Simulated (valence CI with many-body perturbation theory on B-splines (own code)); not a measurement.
## Forbidden lines of Hf31+

Calculated by configuration interaction combined with many-body perturbation theory (CI+MBPT): five valence electrons over a frozen Dirac-Fock core [Kr], a basis of 7 s, 7 p, 8 d, 6 f, 4 g, 1 h functions for each j, with the one-electron correlation potential Σ1, the two-electron term Σ2, the three-electron term Σ3, Breit, model QED; selected CI, second order for the rest, scaled by the run's own slope (own B-spline code, finite nucleus).

The last digits are not significant, and no measured levels were compared; by estimate large intervals hold to a few tenths of a per cent, small ones and those within an open d or f shell to about a per cent. The list stops below the first excitations out of the core.

Lines 51 to 100 of 120 in falling wavelength, among levels below 956760 cm⁻¹, chosen from the decays that carry over 1 % of a level's rate. Wavelengths and rates use the calculated energies. Electric multipoles are in the length gauge, E1 and E2 with the static RPA response of the core. S is in atomic units (e²a₀⁴ for E2 and M2, e²a₀⁶ for E3), for M1 in squared Bohr magnetons. Weak lines are less certain than strong ones. Lines between different terms over intervals too small for the method are left out, as are lines whose strength nearly cancels.

Levels are named by their leading jj configuration (3d3/2^4 stands for four electrons in 3d with j = 3/2), which in mixed levels can hold well under half, so a name can repeat and another be missing. Letters in brackets count levels of one name in rising energy.

| λ vac (Å) | Upper | Lower | Type | A (s⁻¹) | S (a.u.) |
| --- | --- | --- | --- | --- | --- |
| 839.0 | (4d3/2^2 4d5/2^3) J=5/2 [c] | (4d3/2^3 4d5/2^2) J=7/2 [b] | M1 | 1.24e+04 | 1.63e+00 |
| 829.7 | (4d3/2^2 4d5/2^3) J=13/2 | (4d3/2^3 4d5/2^2) J=11/2 | M1 | 4.62e+03 | 1.37e+00 |
| 828.8 | (4d3/2^2 4d5/2^3) J=5/2 [a] | (4d3/2^3 4d5/2^2) J=5/2 [a] | M1 | 5.65e+04 | 7.15e+00 |
| 828.0 | (4d3/2^3 4d5/2^2) J=7/2 [a] | (4d3/2^4 4d5/2) J=5/2 | M1 | 1.29e+04 | 2.17e+00 |
| 818.4 | (4d3/2^2 4d5/2^3) J=3/2 [c] | (4d3/2^2 4d5/2^3) J=1/2 [a] | M1 | 5.81e+02 | 4.73e-02 |
| 818.2 | (4d3/2^2 4d5/2^3) J=5/2 [d] | (4d3/2^2 4d5/2^3) J=3/2 [a] | M1 | 1.00e+03 | 1.22e-01 |
| 803.7 | (4d3/2^3 4d5/2^2) J=3/2 [a] | (4d3/2^4 4d5/2) J=5/2 | M1 | 3.52e+04 | 2.71e+00 |
| 795.4 | (4d3/2^2 4d5/2^3) J=3/2 [a] | (4d3/2^3 4d5/2^2) J=3/2 [a] | M1 | 3.01e+04 | 2.25e+00 |
| 785.6 | (4d3/2 4d5/2^4) J=3/2 [a] | (4d3/2^2 4d5/2^3) J=5/2 [b] | M1 | 1.23e+04 | 8.86e-01 |
| 772.0 | (4d3/2^2 4d5/2^3) J=5/2 [b] | (4d3/2^3 4d5/2^2) J=3/2 [a] | M1 | 4.96e+03 | 5.07e-01 |
| 763.4 | (4d3/2^2 4d5/2^3) J=7/2 [b] | (4d3/2^3 4d5/2^2) J=5/2 [b] | M1 | 6.27e+02 | 8.28e-02 |
| 763.1 | (4d3/2 4d5/2^4) J=11/2 | (4d3/2^2 4d5/2^3) J=13/2 | M1 | 8.70e+03 | 1.72e+00 |
| 762.7 | (4d3/2 4d5/2^4) J=3/2 [a] | (4d3/2^2 4d5/2^3) J=3/2 [a] | M1 | 3.71e+04 | 2.44e+00 |
| 753.0 | (4d3/2^2 4d5/2^3) J=9/2 [b] | (4d3/2^3 4d5/2^2) J=9/2 | M1 | 2.65e+04 | 4.20e+00 |
| 750.8 | (4d3/2^2 4d5/2^3) J=5/2 [b] | (4d3/2^3 4d5/2^2) J=7/2 [a] | M1 | 1.05e+04 | 9.87e-01 |
| 747.0 | (4d3/2^2 4d5/2^3) J=3/2 [b] | (4d3/2^3 4d5/2^2) J=1/2 | M1 | 3.54e+03 | 2.19e-01 |
| 741.9 | (4d3/2^2 4d5/2^3) J=5/2 [c] | (4d3/2^3 4d5/2^2) J=5/2 [b] | M1 | 6.87e+02 | 6.24e-02 |
| 741.2 | (4d3/2 4d5/2^4) J=7/2 [a] | (4d3/2^2 4d5/2^3) J=9/2 [a] | M1 | 2.63e+04 | 3.18e+00 |
| 725.1 | (4d3/2^2 4d5/2^3) J=7/2 [b] | (4d3/2^3 4d5/2^2) J=9/2 | M1 | 6.90e+03 | 7.80e-01 |
| 724.6 | (4d3/2 4d5/2^4) J=3/2 [a] | (4d3/2^2 4d5/2^3) J=1/2 [a] | M1 | 3.03e+04 | 1.71e+00 |
| 718.7 | (4d3/2^3 4d5/2^2) J=9/2 | (4d3/2^4 4d5/2) J=5/2 | E2 | 4.21e+00 | 7.21e-03 |
| 717.8 | (4d3/2^2 4d5/2^3) J=7/2 [c] | (4d3/2^3 4d5/2^2) J=7/2 [b] | M1 | 1.02e+04 | 1.12e+00 |
| 716.3 | (4d3/2 4d5/2^4) J=5/2 [a] | (4d3/2^2 4d5/2^3) J=5/2 [a] | M1 | 7.27e+04 | 5.94e+00 |
| 714.1 | (4d3/2^2 4d5/2^3) J=3/2 [b] | (4d3/2^3 4d5/2^2) J=5/2 [b] | M1 | 6.31e+03 | 3.41e-01 |
| 707.1 | (4d3/2^2 4d5/2^3) J=7/2 [a] | (4d3/2^3 4d5/2^2) J=5/2 [a] | M1 | 7.12e+03 | 7.46e-01 |
| 698.2 | (4d3/2 4d5/2^4) J=11/2 | (4d3/2^2 4d5/2^3) J=9/2 [a] | M1 | 1.12e+04 | 1.70e+00 |
| 695.1 | (4d3/2^2 4d5/2^3) J=9/2 [b] | (4d3/2^3 4d5/2^2) J=11/2 | M1 | 9.01e+03 | 1.12e+00 |
| 690.2 | (4d3/2 4d5/2^4) J=7/2 [a] | (4d3/2^2 4d5/2^3) J=7/2 [a] | M1 | 2.30e+04 | 2.25e+00 |
| 685.2 | (4d3/2^2 4d5/2^3) J=5/2 [d] | (4d3/2^2 4d5/2^3) J=7/2 [a] | M1 | 5.37e+02 | 3.84e-02 |
| 684.6 | (4d3/2^3 4d5/2^2) J=5/2 [b] | (4d3/2^4 4d5/2) J=5/2 | M1 | 3.67e+02 | 2.62e-02 |
| 680.1 | (4d3/2^2 4d5/2^3) J=1/2 [b] | (4d3/2^3 4d5/2^2) J=1/2 | M1 | 1.40e+04 | 3.26e-01 |
| 675.0 | (4d3/2 4d5/2^4) J=11/2 | (4d3/2^2 4d5/2^3) J=11/2 | M1 | 3.82e+04 | 5.23e+00 |
| 661.5 | (4d3/2^2 4d5/2^3) J=9/2 [b] | (4d3/2^3 4d5/2^2) J=7/2 [a] | M1 | 8.07e+03 | 8.66e-01 |
| 656.9 | (4d3/2^3 4d5/2^2) J=1/2 | (4d3/2^4 4d5/2) J=5/2 | E2 | 1.34e+01 | 2.92e-03 |
| 645.6 | (4d3/2^2 4d5/2^3) J=7/2 [c] | (4d3/2^3 4d5/2^2) J=5/2 [b] | M1 | 5.29e+03 | 4.22e-01 |
| 639.9 | (4d3/2^2 4d5/2^3) J=7/2 [b] | (4d3/2^3 4d5/2^2) J=7/2 [a] | M1 | 4.90e+02 | 3.80e-02 |
| 639.3 | (4d3/2^2 4d5/2^3) J=5/2 [c] | (4d3/2^3 4d5/2^2) J=3/2 [a] | M1 | 7.45e+03 | 4.33e-01 |
| 626.0 | (4d3/2^2 4d5/2^3) J=3/2 [c] | (4d3/2^2 4d5/2^3) J=5/2 [a] | M1 | 6.22e+02 | 2.26e-02 |
| 624.7 | (4d3/2^2 4d5/2^3) J=5/2 [c] | (4d3/2^3 4d5/2^2) J=7/2 [a] | M1 | 1.85e+04 | 1.00e+00 |
| 618.6 | (4d3/2^3 4d5/2^2) J=7/2 [b] | (4d3/2^4 4d5/2) J=5/2 | M1 | 1.01e+03 | 7.08e-02 |
| 618.5 | (4d3/2^2 4d5/2^3) J=3/2 [b] | (4d3/2^3 4d5/2^2) J=3/2 [a] | M1 | 6.68e+03 | 2.35e-01 |
| 618.0 | (4d3/2^2 4d5/2^3) J=7/2 [c] | (4d3/2^3 4d5/2^2) J=9/2 | M1 | 1.11e+04 | 7.80e-01 |
| 617.1 | (4d3/2^2 4d5/2^3) J=9/2 [c] | (4d3/2^3 4d5/2^2) J=7/2 [b] | M1 | 1.09e+04 | 9.47e-01 |
| 606.9 | (4d3/2^2 4d5/2^3) J=3/2 [c] | (4d3/2^3 4d5/2^2) J=3/2 [b] | M1 | 5.88e+03 | 1.95e-01 |
| 605.6 | (4d3/2^2 4d5/2^3) J=3/2 [a] | (4d3/2^3 4d5/2^2) J=5/2 [a] | M1 | 2.27e+04 | 7.49e-01 |
| 603.7 | (4d3/2 4d5/2^4) J=7/2 [a] | (4d3/2^2 4d5/2^3) J=5/2 [a] | M1 | 3.14e+03 | 2.05e-01 |
| 599.9 | (4d3/2^2 4d5/2^3) J=5/2 [d] | (4d3/2^2 4d5/2^3) J=5/2 [a] | M1 | 9.01e+03 | 4.33e-01 |
| 582.3 | (4d3/2^2 4d5/2^3) J=5/2 [d] | (4d3/2^3 4d5/2^2) J=3/2 [b] | M1 | 9.58e+03 | 4.21e-01 |
| 572.0 | (4d3/2^2 4d5/2^3) J=1/2 [b] | (4d3/2^3 4d5/2^2) J=3/2 [a] | M1 | 2.48e+04 | 3.44e-01 |
| 569.5 | (4d3/2 4d5/2^4) J=3/2 [a] | (4d3/2^2 4d5/2^3) J=5/2 [a] | M1 | 8.38e+03 | 2.30e-01 |
